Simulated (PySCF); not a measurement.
A structure optimised at PBE-D3(BJ)/def2-SVP, used in a PySCF frequency run:

```xyz
6

Ga     0.0062     0.6606     0.0000
F      1.2119     1.9243     0.0000
F     -1.6775     1.1414     0.0000
N      0.5239    -1.0720     0.0000
C      0.1700    -2.2405     0.0000
O     -0.0860    -3.3904     0.0000
```

Problem. Write its SMILES, formula and point group.

Solution. O=C=[N][Ga]([F])[F], CF2GaNO, Cs

Problem. What are its rotational constants (standard atomic weights)?

Solution. 5.8991, 1.3114, 1.0729 GHz
